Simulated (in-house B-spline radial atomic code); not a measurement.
LDA VWN5 excitations of Ba III (Ba2+)

Method: LDA VWN5. Computed with a B-spline radial code for spherical atoms: linear response of the closed shell [Kr] 4d10 5s2 5p6 with the functional's adiabatic kernel; scalar-relativistic (spin-free one-electron X2C), finite nucleus, no spin-orbit coupling, no double excitations, S, P, D and F terms only; shells from n = 3 respond. Only terms of natural parity with L up to 3 were computed.

Spin-orbit coupling is strong here, so these LS terms don't match observed levels.

Command:
```bash
python run_td.py task.json out
```
Settings (radii: box in bohr, nucleus in fm):
```
Z                        56
electrons                54
configuration            [Kr] 4d10 5s2 5p6
hamiltonian              x2c
method                   lda,vwn
box_radius               29.48
rms_radius               4.8378
intervals                73
```

Run time, properties included: 3.9 s on 1 thread of Arm Neoverse N1 (shared host).

The lowest states, in the order of their Tamm-Dancoff energies; the method's threshold (minus the highest occupied level) is 31.08 eV. Labels give the largest channel, * marks a mixed state, and oscillator strengths are full-response dipole values. Semilocal kernels can invert the small singlet-triplet splittings of Rydberg terms. Energies in eV:

```
     state  full response  Tamm-Dancoff  oscillator strength
5p → 5d 3P              ?             ?                    -
5p → 5d 3F         17.428        17.456                    -
5p → 5d 1F         18.387        18.410                    -
5p → 6s 3P              ?             ?                    -
5p → 6s 1P         18.810        18.826                0.432
5p → 4f 3D         19.621        19.651                    -
```

(1) Where does 5p → 5d 3P lie?

(2) Where does 5p → 6s 3P lie?

(3) How large is the singlet-triplet splitting of 5p → 5d (F terms) in Tamm-Dancoff?

(4) What polarisabilities and dispersion coefficient does the method give?

## Answers

(1) At 17.094 eV in full response, 17.129 eV in Tamm-Dancoff.

(2) At 18.560 eV in full response, 18.564 eV in Tamm-Dancoff.

(3) 0.954 eV, from the unrounded values.

(4) Dipole 10.7 bohr³, quadrupole 47.38 bohr⁵, C6 78.72 hartree·bohr⁶ for two such species.
